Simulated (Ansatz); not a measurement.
`[F][GeH]([Cl])[O][SiH3]` + `CB(N)F` → `[F][GeH]([F])[O][SiH3]` + `CB(N)Cl`  (redistribution)

Isolated molecules relaxed with PBE0-D4/def2-TZVP in Ansatz; ΔE leaves out vibrations. CBS: MP2 limit from def2 TZ/QZ plus the TZ coupled-cluster correction, frozen cores. This one scheme is used for every species. Functionals use def2-TZVPP. B3LYP here is the variant with VWN-RPA as its local correlation; programs differ in this. For Ge outer-core shells are correlated without core-valence functions, which leaves a few kJ/mol of doubt a bond. Scalar relativity is left out up to krypton. One conformer a species, not always the lowest.

`[F][GeH]([Cl])[O][SiH3]`:

Z-matrix (Å, degrees):
```
Ge
Cl 1 2.125
O 1 1.736 2 109.9
F 1 1.724 2 106.0 3 115.6
H 1 1.520 2 112.8 3 -124.3
Si 3 1.651 1 136.5 2 57.0
H 6 1.485 3 110.4 1 -22.0
H 6 1.482 3 107.6 1 -142.1
H 6 1.483 3 109.4 1 98.7
```

`CB(N)F`:

Z-matrix (Å, degrees):
```
C
B 1 1.566
H 1 1.094 2 110.2
H 1 1.091 2 113.8 3 -121.5
H 1 1.094 2 110.2 3 116.9
N 2 1.396 1 124.5 3 121.2
F 2 1.347 1 118.6 3 -58.8
H 6 1.006 2 122.4 1 -180.0
H 6 1.003 2 123.0 1 0.0
```

`[F][GeH]([F])[O][SiH3]`:

```xyz
9

F    -1.391   -1.532    1.299
Ge   -0.893    0.112    1.293
F     0.478    0.155    2.328
O    -0.380    0.521   -0.307
Si    0.791    0.033   -1.365
H    -1.996    1.019    1.804
H     1.419   -1.229   -0.900
H     0.152   -0.175   -2.687
H     1.819    1.097   -1.466
```

`CB(N)Cl`:

Z-matrix (Å, degrees):
```
C
B 1 1.563
H 1 1.094 2 110.4
H 1 1.093 2 113.2 3 -121.5
H 1 1.094 2 110.4 3 117.0
N 2 1.389 1 124.0 3 121.5
Cl 2 1.786 1 119.1 3 -58.5
H 6 1.005 2 123.0 1 180.0
H 6 1.005 2 122.4 1 0.0
```

| level | ΔE (kJ/mol) | difference from CCSD(T)/CBS |
| --- | --- | --- |
| r2SCAN-D4 | 51.7 | 1.9 |
| r2SCANh-D4 | 52.6 | 2.8 |
| CAM-B3LYP-D4 | 54.5 | 4.7 |
| PBE | 50.8 | 1.0 |
| BLYP | 52.6 | 2.8 |
| r2SCAN | 51.6 | 1.8 |
| PBE0 | 53.1 | 3.3 |
| B3LYP | 54.6 | 4.8 |
| r2SCANh | 52.5 | 2.7 |
| MP2/def2-SVP | 46.9 | -2.9 |
| CCSD(T)/CBS | 49.8 | 0 |

Largest T1 diagnostic among the species: 0.012.

In def2-TZVPP, CCSD(T) changes the Hartree–Fock value by −8.6 kJ/mol (the triples alone add −1.5 kJ/mol) and MP2 by −11.9 kJ/mol. From BLYP to BHLYP (50 % exact exchange), in def2-TZVPP and without D4, ΔE moves by +4.3 kJ/mol. Leaving LDA and LC-ωPBE aside and taking each functional with its dispersion term where it has one, the values, not all of them listed here, spread over 9.9 kJ/mol, from revPBE-D4 to BHLYP-D4. LDA lies +3.4 kJ/mol from PBE without D4.
